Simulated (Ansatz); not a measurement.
Breaking the C1–Br2 bond in CH3Br (SMILES CBr) (multiplicity 1 held, fragments rigid). Energies count from the point at 1.957 Å.
Geometry at that point (charge 0, multiplicity 1):
```xyz
5

C     -1.534    -0.041    -0.029
Br     0.423     0.011     0.008
H     -1.830    -0.680    -0.853
H     -1.887     0.974    -0.173
H     -1.870    -0.443     0.921
```

Signs of static correlation in cc-pVTZ, with CASSCF(6,4), from Ansatz (a first-principles code) runs.

| R (Å) | T1 of restricted CCSD | ⟨S²⟩ of UHF | largest double amplitude of restricted CCSD | weight of the CASSCF reference in MRCISD | CASSCF natural occupations |
|---|---|---|---|---|---|
| 1.566 | 0.007 | 0.000 | 0.032 | 0.901 | 2.00 2.00 1.99 0.01 |
| 1.762 | 0.007 | 0.000 | 0.034 | 0.900 | 2.00 2.00 1.98 0.02 |
| 1.957 | 0.009 | 0.000 | 0.039 | 0.899 | 2.00 2.00 1.97 0.04 |
| 2.153 | 0.012 | 0.000 | 0.082 | 0.898 | 2.00 2.00 1.94 0.06 |
| 2.349 | 0.017 | 0.038 | … | 0.897 | 2.00 2.00 1.91 0.09 |
| 2.643 | 0.028 | 0.608 | 0.192 | 0.897 | 2.00 2.00 1.83 0.17 |
| 2.936 | … | 0.845 | 0.266 | 0.897 | 2.00 2.00 1.70 0.30 |
| 3.425 | 0.080 | 0.977 | 0.431 | 0.898 | 2.00 2.00 1.42 0.58 |
| 3.915 | 0.119 | 1.008 | 0.641 | 0.899 | 2.00 2.00 1.22 0.78 |
| 4.502 | 0.152 | 1.015 | 0.867 | 0.899 | 2.00 2.00 1.09 0.91 |
| 5.285 | 0.168 | 1.017 | 1.022 | 0.899 | 2.00 2.00 1.03 0.97 |
| 6.264 | 0.167 | 1.017 | 1.066 | 0.899 | 2.00 2.00 1.00 1.00 |

### Question
Complete the blanks.

### Answer

- 2.349, largest double amplitude of restricted CCSD: 0.128
- 2.936, T1 of restricted CCSD: 0.044

Doubts at one or more of the structures used: active orbitals that take no part (SC-NEVPT2 on CASSCF(6,4)/cc-pVTZ); a restricted determinant that unrestricted orbitals would lower (R-CCSD(T)/cc-pVTZ); other coupled-cluster roots lie near (R-CCSD(T)/cc-pVTZ); T1 above 0.05 (R-CCSD(T)/cc-pVTZ, U-CCSD(T)/cc-pVTZ); a spin-contaminated determinant (U-CCSD(T)/cc-pVTZ); the program's own flag: other amplitudes (U-CCSD(T)/cc-pVTZ).
